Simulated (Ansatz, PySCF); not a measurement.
Reaction (SMILES): C1CC1 → [CH]1CC1 + H atom (the C-H bond at the site shown breaks; other sites are not compared here)
Geometries: B3LYP-D3(BJ)/def2-TZVP minima from Ansatz (an electronic-structure program).
Geometry of the first species:
SMILES: C1CC1
```xyz
9

C      0.0021     0.8680     0.0015
C      0.7506    -0.4358    -0.0075
C     -0.7527    -0.4321     0.0060
H      0.0117     1.4536     0.9108
H     -0.0045     1.4568    -0.9058
H      1.2503    -0.7291    -0.9208
H      1.2665    -0.7323     0.8958
H     -1.2539    -0.7261     0.9183
H     -1.2701    -0.7229    -0.8983
```

Wanted: bond dissociation energy (enthalpy at 298 K, with B3LYP-D3(BJ) rigid-rotor harmonic-oscillator terms from PySCF), in kJ/mol. Cores are frozen in the correlated levels unless marked. UHF or UKS for open shells. Spin-orbit coupling is left out. Non-relativistic. CBS(X,Y): correlation extrapolated as X^-3; Hartree-Fock from the larger set. [CCSD(T)-MP2]/basis is that difference in the basis named.

Level to compare with: RI-MP2/CBS(cc-pVTZ,cc-pVQZ)+[CCSD(T)-MP2]/cc-pVTZ (Ansatz), 457.1 kJ/mol. It is a level with limits of its own, and the differences hold the functionals' basis error too.

Task: Rank these functionals by how close they come to RI-MP2/CBS(cc-pVTZ,cc-pVQZ)+[CCSD(T)-MP2]/cc-pVTZ, closest first: B3LYP/def2-TZVPD (Ansatz); r2SCAN0/def2-TZVPD (Ansatz); wB97M-V/def2-TZVPD (Ansatz).

Result: wB97M-V/def2-TZVPD (range-separated hybrid meta-GGA with VV10, 452.2 kJ/mol, difference -4.9), B3LYP/def2-TZVPD (global hybrid, 441.0 kJ/mol, difference -16.1), r2SCAN0/def2-TZVPD (hybrid meta-GGA, 429.6 kJ/mol, difference -27.5)
